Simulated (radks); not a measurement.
Kinetic energies: the exact non-interacting value of the Kohn-Sham orbitals and orbital-free approximations, as 100 (|E| - |E exact|)/|E exact|, negative where the magnitude is too small. Species: Ar [Ar]; Cd [Kr] 4d10 5s2; B4+ 1s1; Mn2+ [Ar] 3d5; Sr [Kr] 5s2. Calculated with a radial shooting solver on a logarithmic mesh with Libxc functionals: non-relativistic Kohn-Sham, PBE, spin-polarised, spherical densities, point nucleus. Every spin shell is full or empty, so the densities are truly spherical. Functionals are evaluated on that one density, not self-consistently.

| functional | Ar | Cd | B4+ | Mn2+ | Sr |
|---|---|---|---|---|---|
| exact (hartree) | 526.733 | 5464.79 | 12.4679 | 1149.01 | 3131.29 |
| Thomas-Fermi | -7.05 | -5.35 | -8.37 | -6.62 | -5.76 |
| von Weizsacker | -41.56 | -57.89 | 0.00 | -47.23 | -54.48 |
| TF + vW | +51.39 | +36.76 | +91.63 | +46.15 | +39.76 |
| TF + vW/9 | -0.56 | -0.67 | +2.74 | -0.76 | -0.70 |
| TF + vW/5 | +4.64 | +3.07 | +11.63 | +3.94 | +3.34 |
| LC94 | +0.16 | +0.08 | +2.24 | -0.01 | +0.06 |
| APBEK | +0.29 | +0.13 | +2.08 | +0.09 | +0.13 |
| revAPBEK | +0.62 | +0.32 | +2.98 | +0.37 | +0.34 |
| Perdew 92 | -0.54 | -0.66 | +2.76 | -0.74 | -0.69 |
| Thakkar | -0.09 | -0.55 | +2.44 | -0.38 | -0.48 |
| Pearson | -1.42 | -0.92 | -2.34 | -1.33 | -1.02 |
| LKT | +29.12 | +19.49 | +62.57 | +25.50 | +21.34 |
| PG1 | +23.47 | +15.33 | +55.24 | +20.34 | +16.84 |
| DePristo-Kress | +0.09 | -0.08 | +2.88 | -0.08 | -0.06 |
